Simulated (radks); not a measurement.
The numbers below are computed, except where a source is named.
Yb II, configuration [Xe] 4f14 6s1.

Code: a radial shooting solver on a logarithmic mesh with Libxc functionals. Model: Dirac Kohn-Sham, PBE, spin-unpolarised, spherical densities, point nucleus.

Energy parts (hartree):
total: -14075.7195
kinetic: 15640.8872
electron-nucleus: -34941.6856
Hartree: 5519.5766
exchange-correlation: -294.4976

Orbitals (lengths in bohr, moments of r in powers of bohr; <r^-3> diverges for s and p1/2):
orbital  occ.  eigenvalue (hartree)  <r^-3>       <r^4>   <1/r>  small-component weight
1s1/2       2             -2248.157       -   7.553e-07   80.67                6.90e-02
2s1/2       2             -380.8613       -   0.0001156   19.47                1.55e-02
2p1/2       2             -363.2417       -  0.00007038   19.44                1.55e-02
2p3/2       4             -324.7605   13470  0.00009810   16.69                1.42e-02
3s1/2       2             -86.03196       -    0.004342   7.137                5.03e-03
3p1/2       2             -78.26662       -    0.003875   7.051                4.97e-03
3p3/2       4             -70.09860    2975    0.004959   6.345                4.59e-03
3d3/2       4             -56.90199   509.4    0.003443   6.233                4.47e-03
3d5/2       6             -55.11766   441.4    0.003714   6.063                4.36e-03
4s1/2       2             -17.12301       -      0.1054   2.985                1.63e-03
4p1/2       2             -13.98229       -      0.1176   2.875                1.54e-03
4p3/2       4             -12.13382   673.3      0.1513   2.629                1.39e-03
4d3/2       4              -6.97414   99.14      0.2078   2.406                1.20e-03
4d5/2       6              -6.63772   84.23      0.2257   2.346                1.16e-03
5s1/2       2              -2.26438       -       4.098   1.105                3.22e-04
5p1/2       2              -1.41782       -       7.239  0.9657                2.50e-04
5p3/2       4              -1.19386   79.34       10.19  0.8782                2.13e-04
4f5/2       6              -0.38484   12.68       2.549   1.750                7.08e-04
6s1/2       1              -0.34087       -       307.2  0.3544                3.72e-05
4f7/2       8              -0.33643   12.01       3.160   1.715                6.86e-04

The highest occupied level is 4f7/2 at -9.155 eV. Summed over all electrons, <r^2> = 50.88 bohr^2, which gives a Langevin (diamagnetic) susceptibility term of -40.3 x 10^-6 cm^3/mol.
